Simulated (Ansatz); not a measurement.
A structure relaxed at r2SCAN-D4/def2-TZVP in Ansatz, charge 0, singlet:

```xyz
8

Sb   -1.262   -0.166    1.154
H    -2.367   -0.979    0.127
H    -0.751   -1.672    1.792
C     0.289   -0.109   -0.326
C     0.995    0.994   -0.550
H     0.491   -1.010   -0.900
H     0.824    1.915    0.002
H     1.782    1.026   -1.300
```

Give its formula, name or SMILES and point group.

SbH2(vinyl) (C₂H₅Sb). Point group Cs (tolerance 0.1 Å).

Summarise the bond lengths by kind (pairs closer than 1.2 times the sum of covalent radii, bridged metal pairs left out).

1 × C–C 1.33 Å; 1 × C–Sb 2.14 Å; 3 × C–H 1.09 Å; 2 × H–Sb 1.71 Å.

In the def2 sets Sb takes a core potential; there is no spin–orbit coupling.
